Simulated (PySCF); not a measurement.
## Polarisability and C₆ of Li⁺ (lithium, charge +1)

1s2, closed-shell 1S. All numbers are calculated (PySCF 2.14, no relativity, point nucleus, in aug-cc-pVDZ (4s3p2d, 23 functions)). Coupled (time-dependent) response in atomic units; α is the mean over directions. A double-zeta set is small for polarisabilities.

```json
{"method": "UHF", "mean α (bohr³)": "0.05041", "C₆ (like pair)": "0.004533", "S(−4)": "0.008934"}
{"method": "PBE", "mean α (bohr³)": "0.07087", "C₆ (like pair)": "0.007884", "S(−4)": "0.01620"}
{"method": "PBE0", "mean α (bohr³)": "0.06389", "C₆ (like pair)": "0.006652", "S(−4)": "0.01356"}
{"method": "BP86", "mean α (bohr³)": "0.06775", "C₆ (like pair)": "0.007220", "S(−4)": "0.01543"}
```

S(−4) is the Cauchy moment in α(ω) = α(0) + S(−4) ω² + …

α(iu) at BP86:

| u (hartree) | α(iu) (bohr³) |
| --- | --- |
| 0 | 0.06775 |
| 0.0500 | 0.06771 |
| 0.100 | 0.06760 |
| 0.200 | 0.06714 |
| 0.300 | 0.06639 |
| 0.500 | 0.06410 |
| 0.750 | 0.06006 |
| 1.00 | 0.05519 |
| 1.50 | 0.04481 |
| 2.00 | 0.03548 |
| 3.00 | 0.02225 |
| 5.00 | 0.01015 |

For an ion, C₆ is the dispersion term alone; charge-induced terms of lower order in 1/R come first.
